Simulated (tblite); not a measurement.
Compound: C5H10N2.
Structure used (GFN2-xTB), in Å, numbered top down from 1:
```xyz
17
C5H10N2 angstrom
C      3.2110   -0.2070   -0.4652
N      2.0459   -0.0324   -0.9184
N      1.0440    0.5436   -0.3520
C      0.0472    0.0713    0.2670
C     -0.1001   -1.3740    0.6535
C     -1.0710    1.0122    0.6118
C     -2.3101    0.7604   -0.2496
H      3.9591   -0.5725   -1.1482
H      3.5076   -0.0065    0.5631
H     -0.3585   -1.4586    1.7079
H     -0.8941   -1.8401    0.0714
H      0.8256   -1.9149    0.4664
H     -0.7252    2.0346    0.4554
H     -1.3341    0.8906    1.6654
H     -2.0584    0.8483   -1.3037
H     -2.7142   -0.2330   -0.0703
H     -3.0817    1.4900   -0.0159
```

All values are computed: GFN2-xTB (tblite) harmonic vibrations without scaling, gas phase. The method is semi-empirical: single wavenumbers can be off by several per cent or more. One conformer, not necessarily the lowest. The optimisation stopped once no atom felt more than 0.01 eV/Å.

Lowest wavenumbers of the output (negative numbers stand for imaginary wavenumbers):
```
mode    cm-1
  1     -30.1
  2      76.0
  3     115.5
  4     146.7
  5     205.5
  6     257.5
  7     276.6
  8     350.5
  9     489.2
 10     508.3
 11     546.2
 12     721.3
 13     816.9
 14     826.8
 15     871.4
```

Problem. Is this structure a minimum?

Solution. Not by this Hessian. 1 mode is imaginary beyond 20i (30i cm⁻¹), so at this level the point lies at or near a first-order saddle. The curvature is small, so loose convergence or finite differences may be the whole cause.

Problem. Which atoms move in the imaginary mode?

Solution. 30i: C7 (methyl carbon) 19 %, H10 (methyl hydrogen) 18 %, H11 (methyl hydrogen) 17 %. These are shares of the mass-weighted motion.

Problem. What is the remedy?

Solution. Step along that mode in both directions, optimise again with tighter thresholds and repeat the frequencies. The zero-point energy of this point (89.7 kcal/mol) counts the 44 real modes alone, and thermal corrections from it aren't those of a minimum.
